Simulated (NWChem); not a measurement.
Species: CH3BeBrS; SMILES [Br][Be][S]C

```xyz
7

Be     0.3016     0.2246     0.0000
Br    -0.0256    -1.7147     0.0000
S      0.6449     2.0881     0.0000
C     -1.0720     2.8010     0.0000
H     -1.6234     2.5070    -0.8947
H     -0.9514     3.8860     0.0000
H     -1.6234     2.5070     0.8947
```
Atoms are numbered in this order, from 1.

All runs: NWChem. Pople sets run with spherical d functions. Coordinates come from a B3LYP/6-31G* (spherical d) optimisation. Level MN15/6-31G*: energy and gradient on several grids; changes count from the extra-fine grid, which is no exact limit either.

| grid | size of the energy change (μHa) | largest change of a gradient component (μHa/bohr) |
|---|---|---|
| xcoarse | 20000 | 2000 |
| coarse | 100 | 300 |
| medium | < 10 | 30 |
| fine | < 10 | < 30 |
| xfine | < 10 | < 30 |
